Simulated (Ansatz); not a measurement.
`C#[C][GeH]([CH3])[F]` → `C#CF` + `[CH3][GeH]` at 298.15 K and 1 bar (germylene formation by 1,1-elimination).

Isolated molecules relaxed with PBE0-D4/def2-TZVP in Ansatz; ΔE leaves out vibrations. CBS: MP2 limit from def2 TZ/QZ plus the TZ coupled-cluster correction, frozen cores. This one scheme is used for every species. For Ge outer-core shells are correlated without core-valence functions, which leaves a few kJ/mol of doubt a bond. Scalar relativity is left out up to krypton.

```json
{"species": "`C#[C][GeH]([CH3])[F]`", "CCSD(T)/CBS energy (Eh)": "-2293.05688", "H − E (kJ/mol)": "195.0", "S (J/(mol·K))": "353.7"}
{"species": "`C#CF`", "CCSD(T)/CBS energy (Eh)": "-176.38388", "H − E (kJ/mol)": "65.1", "S (J/(mol·K))": "229.0"}
{"species": "`[CH3][GeH]`", "CCSD(T)/CBS energy (Eh)": "-2116.52215", "H − E (kJ/mol)": "121.0", "S (J/(mol·K))": "272.7"}
```

H − E and S are ideal-gas, rigid-rotor, harmonic terms from PBE0-D4/def2-TZVP, for one conformer and one mirror image of each species. 1 Eh = 2625.50 kJ/mol, R = 8.31446 J/(mol·K).

Task: By hand: ΔE, ΔH, ΔS and ΔG.

Result: ΔE = (-176.38388) + (-2116.52215) − (-2293.05688) = 0.15085 Eh = 396.1 kJ/mol. Δ(H − E) = 65.1 + 121.0 − 195.0 = -8.9, so ΔH = 387.2 kJ/mol. ΔS = 229.0 + 272.7 − 353.7 = 148.0 J/(mol·K). ΔG = 387.2 − 298.15 × (148.0)/1000 = 343.1 kJ/mol.

Task: By hand: the equilibrium constant, and the temperature at which ΔG would vanish if ΔH and ΔS stayed fixed.

Result: log₁₀ K = −ΔG/(RT ln 10) = -60.1. ΔG = 0 at ΔH/ΔS = 2616 K, far beyond where these terms or the molecules hold.

The number of gas molecules changes by +1, which sets the sign of ΔS. A doubt of 5 kJ/mol in ΔE shifts log₁₀ K by 0.9 here. Other conformers and mirror images would add mixing entropy, several J/(mol·K) or more a flexible species. These are equilibria of isolated gas molecules and say nothing of rates. Largest T1 diagnostic: 0.013 (customary marks: 0.02 for closed shells, 0.045 for open ones).
